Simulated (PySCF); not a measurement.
Work out the structure from these simulated measurements.

Formula: C2H8S2Si.

| Item | Value |
| --- | --- |
| Valence photoelectron | vertical ionisation energy: 9.04 eV [ΔSCF PBE0/def2-SVPD] |
| Rotational structure | rotational constants A, B, C: 2.491, 1.734, 1.527 GHz [PBE0-D3(BJ)/def2-SVP] |
| 13C NMR | chemical shifts (computed TMS as zero) by class: 6.1 (2 C) ppm [GIAO PBE0/pcSseg-1] |
| NMR, other nuclei | isotropic shieldings of nuclei other than C and H, by class: 314 (1 Si), 656 (2 S) ppm [GIAO PBE0/pcSseg-1] |
| Polarisability | 94.6 au [PBE0/def2-SVPD] |
| UV, strongest line | among the 10 lowest singlet transitions: S3 at 6.29 eV (197 nm, f = 0.120) [TDDFT PBE0/def2-SVPD] |
| Dipole | 1.16 D [PBE0/def2-SVPD] |
| 1H NMR | chemical shifts (computed TMS as zero) by class: 0.64 (2 H), 0.45 (6 H) ppm [GIAO PBE0/pcSseg-1] |

The electronic properties come from PySCF, for the isolated species, density fitting. Levels stand in brackets. Isolated species at its PBE0-D3(BJ)/def2-SVP geometry (one conformer only). NMR classes are plain means over equivalent atoms (diastereotopic ones count apart unless rotation or inversion swaps them), as if these changed places fast.

Question: Propose a structure and show how it fits.

Answer: 2 carbons fall into 1 class: carbon bonded to Si and 3 H (6.1 ppm, 2 C). Hydrogen classes from least to most shielded: 2 H on 2 like atoms (sulfur bonded to Si and H) (0.64 ppm), 6 H on 2 like atoms (carbon bonded to Si and 3 H) (0.45 ppm). The other shieldings belong to: 314 ppm, silicon bonded to 2 C and 2 S; 656 ppm, sulfur bonded to Si and H. The optimised geometry has point group C2 and is an asymmetric top. Structure: `C[Si](C)(S)S` (Si(SH)2Me2). The assignments are read from this structure; whether some other isomer fits the data as well wasn't checked.
